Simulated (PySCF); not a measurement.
## Core-level binding energies of `C[CH2][Ga@@H-]([CH3])[AsH3+]`

Compound: C₃H₁₂AsGa.
Numbering: `[CH3:1][CH2:2][Ga@@H-:3]([CH3:4])[AsH3+:5]`

Geometry (PBE0-D3(BJ)/def2-SVP, Å), atoms numbered from 1 in this order:
```
atom  x, y, z in Å
C1     2.3533    0.2349   -0.0681
C2     1.2958   -0.7549    0.4064
Ga3   -0.4426   -0.7019   -0.5701
C4    -2.0613   -1.4967    0.2638
As5   -0.9906    1.9141   -0.1173
H6     2.0362    1.2823    0.0805
H7     2.5619    0.1227   -1.1445
H8     3.3142    0.1217    0.4630
H9     1.1036   -0.6356    1.4870
H10    1.6737   -1.7877    0.2927
H11   -0.4068   -0.5252   -2.1484
H12   -1.9979   -2.5952    0.1845
H13   -2.9899   -1.1885   -0.2406
H14   -2.1461   -1.2540    1.3348
H15   -0.8350    2.5156    1.2645
H16   -0.2534    3.0091   -0.8575
H17   -2.3827    2.4523   -0.3731
```

Method: PySCF 2.14.0, delta-SCF UKS SCAN, pcX-2 on the ionised atom, pcseg-1 elsewhere, spin-free X2C. Vertical ΔSCF values, vacuum level as zero.

Give the core binding energies atom by atom.

| atom(s) | environment | level | binding energy (eV) | above the level's lowest (eV) | count |
| --- | --- | --- | --- | --- | --- |
| C1 | methyl carbon | C 1s | 290.20 | +1.00 | 1 |
| C2 | chain CH2 carbon | C 1s | 289.22 | +0.02 | 1 |
| C4 | methyl carbon | C 1s | 289.20 | 0.00 | 1 |

Lowest listed C 1s: C4, bonded to 3 H and Ga. Highest, 1.00 eV above it: C1, bonded to C and 3 H. The values 289.20 and 289.22 eV lie too close for their order to be trusted.

Which photon energy gives electrons from C 1s of C2 a kinetic energy of 100 eV, and what is their de Broglie wavelength?

hν = 289.22 + 100 = 389.22 eV, recoil neglected; λ = 12.264 Å/√(E/eV) = 1.23 Å.

Which photon wavelength matches the C 1s of C2 threshold?

λ = hc/E = 12398.42 eV Å / 289.22 eV = 42.868 Å.

No level of arsenic or gallium is listed. Isolated species at its PBE0-D3(BJ)/def2-SVP geometry (one conformer only).
